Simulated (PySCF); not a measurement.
Removal energies of Rh(35+) from EOM-IP-GCCSD

Reference: closed-shell Rh(35+), [Ne]; one electron is removed. Calculated with PySCF 2.14, two-component X2C-1e with screened spin-orbit coupling, an uncontracted even-tempered set (18 s from 3.5 bohr⁻², ratio 2.6; 13 p from 4.6 bohr⁻², ratio 2.6; 6 d from 4.7 bohr⁻², ratio 2.8; 3 f from 110 bohr⁻², ratio 2.8); frozen 1s2; the 56 highest virtual spinors dropped; of the others 44 kept and the rest restored at second order. No Breit or QED terms. Binding energies in eV.

| level | Koopmans |
| --- | --- |
| 2s1/2 | 5409.2 |
| 2p1/2 | 5169.6 |
| 2p3/2 | 5017.3 |

(1) How does correlation move these levels?

For comparison, the ionisation energy of Rh(35+) is 5018 ± 3 eV (semi-empirical (NIST evaluation); NIST Atomic Spectra Database, ionization energies).

## Answers

(1) 2s1/2: second order 5406.1, EOM-CCSD 5406.1; 2p1/2: second order 5167.4, EOM-CCSD 5167.5; 2p3/2: second order 5015.4, EOM-CCSD 5015.5.
